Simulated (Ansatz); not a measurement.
A first, cheap relaxation of CF2NSn, SMILES `N#[C][Sn]([F])[F]` radical.

```yaml
crystal:
  periodic: [false, false, false]
  atoms:
    - {symbol: N, position_ang: [1.365900, -1.628000, 1.367400]}
    - {symbol: C, position_ang: [0.608000, -0.811500, 0.863800]}
    - {symbol: Sn, position_ang: [-0.697800, 0.593900, -0.037700]}
    - {symbol: F, position_ang: [-1.616900, -0.258300, -1.434600]}
    - {symbol: F, position_ang: [0.390700, 2.030300, -0.800300]}
basis:
  gaussian: {orbitals: def2-SVP}
magnetization: {spin_polarized: true, initial_magnetization: 1}
hamiltonian: {xc: pbe, dispersion: d4}
relax: {f_tol: 0.03, max_steps: 200}
```

```sh
$ ansatz run in.yaml --threads 4 --pin off --events-out ev --progress --plain --max-ram 10444MiB
```

Shortened log:

```
Functional definition: PBE
mean field -13777.27448540 eV, -506.3054987663 hartree, gradient 4.1e-5 eV, S^2 0.751490; 0 other end points of the search recorded, 0 dependent functions left out
relax step   1: F+E_penalty+E_count = -13777.38566334 eV  Δ(F+E_penalty+E_count) = +0.000e0 eV  max|allowed force component| = 3.530e0 eV/Å  Δτ_max = 0.0000 Å  (33 SCF iters, accepted)
mean field -13777.51512309 eV, -506.3143420385 hartree, gradient 2.1e-5 eV, S^2 0.751600; 0 other end points of the search recorded, 0 dependent functions left out
relax step   2: F+E_penalty+E_count = -13777.62643550 eV  Δ(F+E_penalty+E_count) = -2.408e-1 eV  max|allowed force component| = 2.413e-1 eV/Å  Δτ_max = 0.0999 Å  (35 SCF iters, accepted)
mean field -13777.51797695 eV, -506.3144469158 hartree, gradient 9.2e-6 eV, S^2 0.751602; 0 other end points of the search recorded, 0 dependent functions left out
relax step   3: F+E_penalty+E_count = -13777.62913367 eV  Δ(F+E_penalty+E_count) = -2.698e-3 eV  max|allowed force component| = 3.258e-2 eV/Å  Δτ_max = 0.0150 Å  (34 SCF iters, accepted)
mean field -13777.51834646 eV, -506.3144604951 hartree, gradient 1.5e-5 eV, S^2 0.751601; 0 other end points of the search recorded, 0 dependent functions left out
relax step   4: F+E_penalty+E_count = -13777.62947001 eV  Δ(F+E_penalty+E_count) = -3.363e-4 eV  max|allowed force component| = 2.237e-2 eV/Å  Δτ_max = 0.0067 Å  (34 SCF iters, accepted)
mean field -13777.51834646 eV, -506.3144604951 hartree, gradient 1.5e-5 eV, S^2 0.751601; 1 other end points of the search recorded, 0 dependent functions left out
Total energy: -13777.62950416 eV, -506.3185454653 hartree
Atom 0 at     1.353408    -1.611623     1.359114 Å, force    -0.006404     0.003270     0.015389 eV/Å
Atom 1 at     0.640739    -0.825323     0.852654 Å, force     0.008844    -0.003822    -0.022368 eV/Å
Atom 2 at    -0.736978     0.639375     0.026661 Å, force    -0.012392    -0.015408     0.000419 eV/Å
Atom 3 at    -1.609492    -0.273515    -1.472534 Å, force     0.006246     0.009424     0.011189 eV/Å
Atom 4 at     0.402222     1.997486    -0.807295 Å, force     0.003706     0.006536    -0.004629 eV/Å
Dipole moment:    -0.499457     0.352916     0.315941 e Å
```

It took 5.5 s on 4 threads of an Arm Neoverse V1 on a shared host, with 0.15 GiB of host memory at the peak.
